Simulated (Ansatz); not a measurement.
Saddle point of Si$_{2}$H$_{5}$Cl$_{3}$F$_{2}$, singlet (Si₂H₃Cl₃ ([SiH3][Si]([Cl])([Cl])[Cl]) + HF + HF → Si₂H₂Cl₃F ([F][SiH2][Si]([Cl])([Cl])[Cl]) + HF + H₂; bonds formed: Si2–F7, H6–F9, H8–H12; bonds broken: Si2–H12, H6–F7, H8–F9), PBE0-D4/def2-TZVP structure:

```xyz
12
angstrom
Si -1.5467 0.9039 -0.5849
Si 0.2041 -0.6468 -0.5937
Cl -2.2657 1.0727 -2.4883
Cl -3.1009 0.4347 0.6442
Cl -0.7893 2.7164 -0.0109
H 0.9949 -0.5526 1.8614
F -0.0282 -0.7688 1.2983
H 1.9839 -0.2243 0.7286
F 2.0531 -0.2969 1.9478
H -0.0199 -2.1052 -0.6628
H 0.7665 -0.3285 -1.9545
H 1.7484 -0.2046 -0.1852
```

Energies are electronic, without zero-point energy. Barriers and step energies count from the start structure reached by relaxing down the imaginary mode; all methods use the PBE0-D4 structures, on which another method's saddle can fall below an end. Program: Ansatz 0.2.0. Basis: def2-TZVPP, with def2-QZVPP for the basis limit. Cores are frozen in the correlated methods. B3LYP uses VWN-RPA correlation. Extrapolation: Hartree–Fock as exp(−7.88 √X), correlation as X^−2.97.

```
      method  barrier (kcal/mol)  step energy (kcal/mol)
       SPW92               17.57                   -8.83
      PBE-D4               27.27                  -13.87
     BLYP-D4               30.71                  -16.87
   r2SCAN-D4               29.39                  -16.67
      B97M-V                   ?                  -17.36
     PBE0-D4                   ?                  -14.27
    B3LYP-D4                   ?                  -16.88
  r2SCAN0-D4               33.90                  -16.25
    BHLYP-D4               40.67                  -17.61
CAM-B3LYP-D4               34.64                  -16.71
     wB97X-V               36.21                  -16.51
     wB97M-V               35.61                  -16.09
      B2PLYP               36.17                  -17.53
    PBE-QIDH               36.48                  -15.71
  RPA on PBE               37.72                  -17.28
          HF               55.46                  -21.13
         MP2               37.16                  -17.44
        CCSD               41.67                  -16.98
     CCSD(T)               38.73                  -16.54
```

Fill in the withheld barriers. (To be estimated.)

By the calculation: B97M-V 33.86; B3LYP-D4 34.60; PBE0-D4 32.91 kcal/mol. Each is the energy of the saddle less that of the start structure, by the same method.

For comparison, the barrier by CCSD(T) at an estimated basis limit (MP2 extrapolated from triple and quadruple zeta, plus CCSD(T) − MP2 in triple zeta) is 38.80 kcal/mol.

T1 diagnostic: at most 0.012.

Labels in which every atom is bracketed show which atoms are joined, not bond orders.

For scale, one of the runs: CCSD(T)/def2-TZVPP, 342 basis functions, launched by `ansatz run in.yaml --threads 2 --pin off --events-out ev --progress --plain --max-ram 20480MiB --backend cuda --devices 0, --max-vram 18GiB`. Hardware: 2 CPU threads of an AMD EPYC 7R13 and a share of one NVIDIA H100, shared host. Wall time 15 s; peak host memory 0.82 GiB.
